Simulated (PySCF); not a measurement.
Species: C6H9O2 (doublet state).
Z-matrix (Å and degrees, GFN2-xTB geometry), rows numbered from 1:
```
C 
O   1  1.4094
C   2  1.4046  1  113.14
C   3  1.5319  2  114.11  1   -73.98
O   4  1.2062  3  121.66  2   144.75
C   4  1.4828  3  113.97  2   -36.22
C   6  1.4763  4  118.94  3  -131.99
C   7  1.4458  6   63.26  4  -104.73
H   1  1.0881  2  106.39  3   177.83
H   1  1.0957  2  111.67  3    58.28
H   1  1.0961  2  110.89  3   -63.16
H   3  1.0990  2  111.47  1    49.84
H   3  1.0954  2  106.19  1   168.09
H   6  1.0863  4  113.19  3    14.44
H   7  1.0677  6  129.60  8  -125.74
H   8  1.0855  6  120.08  7   110.58
H   8  1.0841  6  113.84  7  -109.45
```

The hyperfine couplings belong to this conformer and change with its torsions.

The species is `COCC(=O)[C@@H]1[CH]C1` [radical].

Level of theory: UKS B3LYP, pcH-1 on C H O, non-relativistic, mean-field spin-orbit, GIAO (PySCF 2.14.0). Geometry: GFN2-xTB, one conformer, isolated molecule. The geometry wasn't refined by DFT: couplings that depend on bond lengths, twists or pyramidal angles can differ widely from those at the functional's own minimum. The SCF solution wasn't tested for stability.

Principal values of hyperfine tensors in MHz (contact and dipolar terms together), for some of the nuclei:

```
atom  isotope      A1      A2      A3
  C7      13C  223.96  228.88  448.69
 H17       1H   87.83   90.49  105.48
 H16       1H   57.60   60.27   69.78
 H14       1H   40.06   43.40   52.77
  C4      13C   25.82   26.15   39.18
  C8      13C  -21.41  -16.19  -11.73
 H15       1H  -40.60  -11.11   31.18
 H12       1H    3.74    4.01    6.59
```

Task: Give the isotropic coupling of each nucleus in MHz and in mT (g = 2.0025), and the anisotropic part.

Result: a_iso is a third of the trace, T = A − a_iso, and a(mT) = a(MHz)/(g × 13.996).

| atom | a_iso (MHz) | a_iso (mT) | T1 | T2 | T3 |
| --- | --- | --- | --- | --- | --- |
| C7 | 300.51 | 10.722 | -76.55 | -71.63 | 148.18 |
| H17 | 94.60 | 3.375 | -6.77 | -4.11 | 10.88 |
| H16 | 62.55 | 2.232 | -4.95 | -2.28 | 7.23 |
| H14 | 45.41 | 1.620 | -5.35 | -2.02 | 7.36 |
| C4 | 30.39 | 1.084 | -4.57 | -4.23 | 8.80 |
| C8 | -16.44 | -0.587 | -4.97 | 0.25 | 4.71 |
| H15 | -6.84 | -0.244 | -33.76 | -4.27 | 38.02 |
| H12 | 4.78 | 0.170 | -1.04 | -0.77 | 1.81 |

Task: What spin density at the nucleus of C4 lies behind its contact coupling (g_N = 1.40482)?

Result: a_FC = 800.24 MHz bohr³ × g_N × ρ(0)/(2S). With a_FC = 30.39 MHz and 2S = 1, ρ(0) = 0.02703 bohr⁻³.

Task: C6 (13C, g_N = 1.40482) isn't in the table. Its spin density at the nucleus is -0.01349 bohr⁻³. What is its contact coupling?

Result: By the same relation, a_FC = -15.16 MHz. Its full tensor has the principal values -20.12, -15.42, -9.95 MHz.

Task: Which nucleus of the table has the largest anisotropic coupling, and what is its form?

Result: C7: -76.5, -71.6, 148.2 MHz, nearly axial, close to the ratio −1:−1:+2, the form that spin in one p orbital centred on that nucleus gives.

Task: In a single crystal, with the field along each principal axis of the tensor of H17 in turn, what first-order splitting does this nucleus give (isotropic g, quadrupole terms neglected)?

Result: 2 lines (I = 1/2), spaced by |A_i|/(g × 13.996): 3.13, 3.23, 3.76 mT along the axes of A1, A2 and A3.
